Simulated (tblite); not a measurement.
Input of a run (GFN2-xTB geometry optimisation, gas phase (tblite 0.8.0)), started from a force field or distance geometry:
```
{"job": {"kind": "relax", "xc": "GFN2-xTB", "basis": "xTB"}, "charge": 0, "multiplicity": 2}
F     -2.658700     0.281600     0.121400
C     -1.320800     0.124500     0.143800
N     -0.716700    -0.973300     0.639900
C      0.572200    -1.007400     0.606000
C      1.227200     0.053700     0.106700
Cl     2.970900     0.263600    -0.057300
S     -0.070700     1.262200    -0.416600
```

Output (eV, eV/Å):
```
step      E/eV     max force
  0    -591.58682    2.807
  1    -591.78361    1.615
  2    -591.86843    1.032
  3    -591.91138    0.565
  4    -591.93033    0.614
  5    -591.94977    0.419
  6    -591.95809    0.285
  7    -591.96413    0.269
  8    -591.96853    0.246
  9    -591.97152    0.155
 10    -591.97338    0.154
 11    -591.97458    0.093
 12    -591.97500    0.042
 13    -591.97509    0.023
 14    -591.97513    0.020
 15    -591.97516    0.017
 16    -591.97517    0.007
```

Summarise the run.

The energy falls by 37.5 kJ/mol over 16 L-BFGS steps, the largest force on an atom goes from 2.81 to 0.007 eV/Å, and the atoms move by 0.100 Å rms after alignment. The bond that changes most is C5–Cl6 (ends: carbon bonded to C, Cl and S; chlorine bonded to C), which shortens by 0.078 Å. Bonds longer at the end by more than 0.005 Å: 1 of 7; shorter: 6. Among the angles that change most is F1–C2–S7, from 128.1° to 120.4°. The energy never rose by more than 1e-5 eV on the way. The first step brought 51 % of the lowering.

What are the final bond lengths?

F1–C2 1.311 Å, C2–N3 1.283 Å, N3–C4 1.319 Å, C4–C5 1.330 Å, C5–Cl6 1.686 Å, C5–S7 1.813 Å, C2–S7 1.749 Å. Numbering counts from 1 in the input's order; the species is `Fc1n[c]c(Cl)s1` [radical].

The run took under 0.1 s wall on an Arm Neoverse V1 with one thread, no GPU, shared host.

Its GFN2-xTB frequencies are all real (lowest 127 cm⁻¹).

These are computed values.
